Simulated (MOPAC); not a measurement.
Input file for MOPAC: PM3 on CH3ClSi (SMILES C[Si]Cl), a point of a torsion scan.

```
PM3 1SCF PRECISE CHARGE=0 THREADS=1
CH3ClSi

C     -0.60472251 1    -0.00249547 1    -0.01115631 1
Si     0.97157568 1     1.08726910 1    -0.09976358 1
Cl     2.42440129 1    -0.41351279 1    -0.09282380 1
H     -0.78288962 1    -0.32868419 1     1.01377618 1
H     -1.48904834 1     0.54569819 1    -0.33012039 1
H     -0.52301111 1    -0.89648151 1    -0.62969644 1
```

The log:

```
*******************************************************************************
 **                                                                           **
 **                              MOPAC v23.2.5                                **
 **                                                                           **
 *******************************************************************************
 ** MOPAC's Digital Object Identifier: https://doi.org/10.5281/zenodo.6511958 **
 **                                                                           **
 ** Please cite the open-source release paper for use of this MOPAC version:  **
 ** J. E. Moussa and J. J. P. Stewart (2026)                                  **
 ** MOPAC: An open-source semiempirical molecular orbital program             **
 ** J. Open Source Softw., 11(119), 8025, https://doi.org/10.21105/joss.08025 **
 *******************************************************************************

                              PM3 CALCULATION RESULTS

 *******************************************************************************
 *  PM3        - The PM3 Hamiltonian to be used
 *
 *
 *
 *                 CHARGE ON SYSTEM = 0
 *
 *
 *
 *  PRECISE    - TIGHTER CRITERIA TO BE USED
 *  1SCF       - DO 1 SCF AND THEN STOP
 *  THREADS=1  - MULTI-THREADING NOT USED
 *  T=         - A TIME OF 172800.0 SECONDS REQUESTED
 *  DUMP=N     - RESTART FILE WRITTEN EVERY 7200.0 SECONDS REQUESTED
 *******************************************************************************
PM3 1SCF PRECISE CHARGE=0 THREADS=1
 CH3ClSi

   ATOM   CHEMICAL          X               Y               Z
  NUMBER   SYMBOL      (ANGSTROMS)     (ANGSTROMS)     (ANGSTROMS)

     1       C         -0.60472251  *  -0.00249547  *  -0.01115631  *
     2      Si          0.97157568  *   1.08726910  *  -0.09976358  *
     3      Cl          2.42440129  *  -0.41351279  *  -0.09282380  *
     4       H         -0.78288962  *  -0.32868419  *   1.01377618  *
     5       H         -1.48904834  *   0.54569819  *  -0.33012039  *
     6       H         -0.52301111  *  -0.89648151  *  -0.62969644  *



          CARTESIAN COORDINATES

    NO.       ATOM           X           Y           Z

     1         C         -0.6047     -0.0025     -0.0112
     2        Si          0.9716      1.0873     -0.0998
     3        Cl          2.4244     -0.4135     -0.0928
     4         H         -0.7829     -0.3287      1.0138
     5         H         -1.4890      0.5457     -0.3301
     6         H         -0.5230     -0.8965     -0.6297

  H: (PM3): J. J. P. STEWART, J. COMP. CHEM. 10, 209 (1989).
  C: (PM3): J. J. P. STEWART, J. COMP. CHEM. 10, 209 (1989).
 Si: (PM3): J. J. P. STEWART, J. COMP. CHEM. 10, 209 (1989).
 Cl: (PM3): J. J. P. STEWART, J. COMP. CHEM. 10, 209 (1989).

           Empirical Formula: C H3 Si Cl  =     6 atoms



      MOLECULAR POINT GROUP   :   C1


      RHF CALCULATION, NO. OF DOUBLY OCCUPIED LEVELS = 9


 -------------------------------------------------------------------------------
 PM3 1SCF PRECISE CHARGE=0 THREADS=1
 CH3ClSi



     1SCF WAS SPECIFIED, SO BFGS WAS NOT USED
     SCF FIELD WAS ACHIEVED


                              PM3 CALCULATION
                                                       MOPAC v23.2.5 Linux




          FINAL HEAT OF FORMATION =        -10.42196 KCAL/MOL =     -43.60548 KJ/MOL


          COSMO AREA              =        111.41 SQUARE ANGSTROMS
          COSMO VOLUME            =        101.56 CUBIC ANGSTROMS

          IONIZATION POTENTIAL    =          8.394315 EV
          HOMO LUMO ENERGIES (EV) =         -8.394 -2.014
          NO. OF FILLED LEVELS    =          9
          MOLECULAR WEIGHT        =         78.5732         POINT GROUP:  C1

          MOLECULAR DIMENSIONS (Angstroms)

            Atom       Atom       Distance
            H     5   Cl     3     4.03627
           Si     2    H     6     2.33070
            H     4   Si     2     1.53000


          SCF CALCULATIONS        =          1





   ATOM   CHEMICAL          X               Y               Z
  NUMBER   SYMBOL      (ANGSTROMS)     (ANGSTROMS)     (ANGSTROMS)

     1       C         -0.60472251  *  -0.00249547  *  -0.01115631  *
     2      Si          0.97157568  *   1.08726910  *  -0.09976358  *
     3      Cl          2.42440129  *  -0.41351279  *  -0.09282380  *
     4       H         -0.78288962  *  -0.32868419  *   1.01377618  *
     5       H         -1.48904834  *   0.54569819  *  -0.33012039  *
     6       H         -0.52301111  *  -0.89648151  *  -0.62969644  *

                             CARTESIAN COORDINATES

   1    C       -0.604722510    -0.002495470    -0.011156310
   2   Si        0.971575680     1.087269100    -0.099763580
   3   Cl        2.424401290    -0.413512790    -0.092823800
   4    H       -0.782889620    -0.328684190     1.013776180
   5    H       -1.489048340     0.545698190    -0.330120390
   6    H       -0.523011110    -0.896481510    -0.629696440


           Empirical Formula: C H3 Si Cl  =     6 atoms



      MOLECULAR POINT GROUP   :   C1


                  EIGENVALUES
 -55.03660 -28.99717 -14.21090 -13.97245 -13.53375 -11.68221 -10.99823 -10.73117
  -8.39431  -2.01356   0.25905   1.21550   4.22578   4.33243   4.39241


              NET ATOMIC CHARGES AND DIPOLE CONTRIBUTIONS

  ATOM NO.   TYPE          CHARGE      No. of ELECS.   s-Pop       p-Pop
    1          C          -0.423180        4.4232     1.18262     3.24056
    2         Si           0.542644        3.4574     1.79290     1.66446
    3         Cl          -0.323920        7.3239     1.96953     5.35439
    4          H           0.070711        0.9293     0.92929
    5          H           0.066788        0.9332     0.93321
    6          H           0.066957        0.9330     0.93304
 DIPOLE           X         Y         Z       TOTAL
 POINT-CHG.    -0.922     3.257    -0.057     3.386
 HYBRID        -1.275    -3.100     0.163     3.356
 SUM           -2.198     0.157     0.106     2.206


          ATOMIC ORBITAL ELECTRON POPULATIONS

     Atom    s        px        py        pz
    1  C   1.18262   1.14192   1.08035   1.01829
    2 Si   1.79290   0.62979   0.81382   0.22085
    3 Cl   1.96953   1.75924   1.75529   1.83986
    4  H   0.92929
    5  H   0.93321
    6  H   0.93304

 **********************
 *                    *
 * JOB ENDED NORMALLY *
 *                    *
 **********************




 == MOPAC DONE ==
```

The run finished.

Cost: around 0.020 core-seconds (rough).
